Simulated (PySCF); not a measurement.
F₄Se, SMILES F[Se](F)(F)F (connectivity only; charge and spin as stated), charge -1, multiplicity 2.

Geometry: B3LYP-D3(BJ)/def2-SVPD. The spin state was assumed, not searched. The isomer is the one that the SMILES or the coordinates give; other isomers of the formula were not compared.

Method: B3LYP/def2-SVPD (PySCF).

The molecule is in vacuum.

```json
{
  "total_energy": "-2800.42341 hartree",
  "point_group": "C2v",
  "α spin, highest occupied and lowest empty level": "-0.67 and 2.71 eV",
  "β spin, highest occupied and lowest empty level": "-4.15 and 2.10 eV",
  "dipole_moment_about_the_centre_of_nuclear_charge": "2.58 D",
  "mean_static_polarisability": "48.3 bohr³ (7.15 Å³)",
  "polarisability_principal_values": "45.2, 46.5, 53.1 bohr³",
  "⟨S²⟩": "0.753 (pure state 0.75)"
}
```
